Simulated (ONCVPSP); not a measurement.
## Building the ONCV potential for nitrogen (N) (BLYP, scalar-relativistic).

ONCVPSP 4.0.1 input, shortened (lines: element, Z, core and valence counts, functional; n l f; lmax; l rc ep ncon nbas qcut; lloc lpopt rc5 dvloc0; l nproj debl; icmod fcfact rcfact), BLYP, scalar-relativistic:

```
  N 7.00    1    2  -106131      upf
    1    0    2.00
    2    0    2.00
    2    1    3.00
    1
    0    0.70    0.00    4    8   12.00
    1    1.70    0.00    5   10    6.90
    4    5    0.65    6.00
    0    3    1.80
    1    2    1.50
    3    2.25    1.10
```

Poles of the logarithmic derivatives, all-electron (AE) and pseudo (PS). s: poles at no energy (AE) and no energy (PS) Ha. p: poles at 0.4 (AE) and 0.4 (PS) Ha. Test radii: s 0.71, p 1.73 bohr.

- Cutoffs needed: 62 Ha and 302 Ha (the cutoffs (Ha) at which the residual kinetic energy of the hardest occupied pseudo-wave falls to 1 and 0.1 mHa per electron)
- Ghost test: ghosts flagged at negative energy: s at -390.1 eV; no localised positive-energy state flagged; a true bound ghost makes a file unfit for plane-wave use
- Largest excitation error: +1091 meV (all-electron minus pseudo) for 2s2 2p0, out of 4 test configurations
- rms error of d²Exc/dni dnj: 2.22 mHa without and 2.45 mHa with the model core
